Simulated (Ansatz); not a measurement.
Two spin states of ZnSe, each at its own minimum; 2S+1 = 1, 3 were tried, and our sources give no spin for the ground state. No spin–orbit coupling. Zn is treated without relativity. Se is treated without relativity.

Each state is the lowest solution found for its spin in def2 and cc sets. The singlet is a restricted closed-shell determinant, which can mix singlet states where a π or δ shell is part-filled.

Correlated levels freeze the inner cores; with def2 sets outer-core shells near the valence are correlated too.

Codes used: Ansatz (Gaussian basis) for Hartree–Fock, density functionals and correlated methods. Values without a source in brackets are computed.

Task: One of these levels gives 0.126 eV for the energy of the multiplicity-3 state above the multiplicity-1 state. Which?
A) PBE0/def2-TZVPP
B) PBE/def2-TZVPP
C) wB97X-V/def2-TZVPP
D) CCSD(T)/def2-TZVPP

Result: C, wB97X-V/def2-TZVPP. The others give 0.333 (PBE/def2-TZVPP), 0.161 (PBE0/def2-TZVPP), 0.284 (CCSD(T)/def2-TZVPP)

Doubts at one or more of the structures used: a restricted determinant that unrestricted orbitals would lower (CCSD(T)/def2-TZVPP).

Ansatz is an electronic-structure program.
